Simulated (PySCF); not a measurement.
AsH2, SMILES [AsH2], multiplicity 2.

Geometry optimised at PBE0-D3(BJ)/def2-TZVPD. The isomer is the one that the SMILES or the coordinates give; other isomers of the formula were not compared.

Level of theory: PBE/def2-TZVPD (PySCF).

Gas-phase values at a fixed geometry.

The total energy is -2236.69433 hartree and the point group is C2v. The α spin, highest occupied and lowest empty level is -5.71 and -0.46 eV and the β spin, highest occupied and lowest empty level comes out as -7.15 and -4.13 eV. The dipole moment comes out as 0.23 D. The quadrupole, principal values (traceless, Buckingham form, about the centre of nuclear charge) is -0.86, -0.19, 1.05 D·Å and the mean static polarisability is 34.9 bohr³ (5.17 Å³). The polarisability, principal values is 32.0, 35.9, 36.7 bohr³ and the ⟨S²⟩ is 0.753 (pure state 0.75).
